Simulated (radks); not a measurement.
Q: Charge is removed step by step from the 6s1/2 level of Pm+, starting from [Xe] 4f5 6s1. All-electron calculation, Dirac Kohn-Sham, PBE, spin-unpolarised, spherical densities, finite nucleus; open shells fill j = l - 1/2 first; Fermi nuclear charge, rms radius 4.962 fm. Program: a radial shooting solver on a logarithmic mesh with Libxc functionals. At the starting occupation the eigenvalue is -8.300 eV. Estimate the energy to remove one whole electron from this level, the eigenvalue at the end, and how far E(n) bends from a straight line.

A: Delta-SCF 10.929 eV; final eigenvalue -13.569 eV; the deviation from the straight line is -0.670 eV at 0.5 electron removed, the largest on the grid computed. Slater's transition state (half an electron removed) gives 10.907 eV. Integrating minus the eigenvalue over the occupation (Janak's theorem) gives 10.929 eV. The mean slope of the eigenvalue, de/dn, is 5.27 eV per electron. Ionisation energy of Pm+ in the NIST Atomic Spectra Database: 10.94 eV (semi-empirical).

Beside tabulated values, note that spin-unpolarised runs miss the spin-polarisation part of the exchange energy of open shells.
